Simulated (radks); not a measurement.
Results of a calculation; reference values are marked as such.
Coulomb parameter of the 3d shell of the manganese ion Mn2+ in the model configuration [Ar] 3d4 4s1, as a second difference U = [E(n + 0.5) + E(n - 0.5) - 2 E(n)] / (0.5)^2 with all orbitals relaxed. "Bare": the charge of the atom changes with n. "Screened": the 4s shell takes up the change at fixed total charge, which measures U(3d,3d) + U(4s,4s) - 2 U(3d,4s). Level of theory: scalar-relativistic Kohn-Sham, BLYP, spin-unpolarised, spherical densities, point nucleus (a radial shooting solver on a logarithmic mesh with Libxc functionals).

case	configuration	E - E(n) (eV)
start	[Ar] 3d4 4s1	0.000
bare +0.5	[Ar] 3d4.5 4s1	-13.025
bare -0.5	[Ar] 3d3.5 4s1	17.228
screened +0.5	[Ar] 3d4.5 4s0.5	-3.705
screened -0.5	[Ar] 3d3.5 4s1.5	4.763

U(bare) = 16.809 eV, U(screened by 4s) = 4.230 eV, against the Slater integral F0(3d,3d) = 23.480 eV with frozen orbitals.
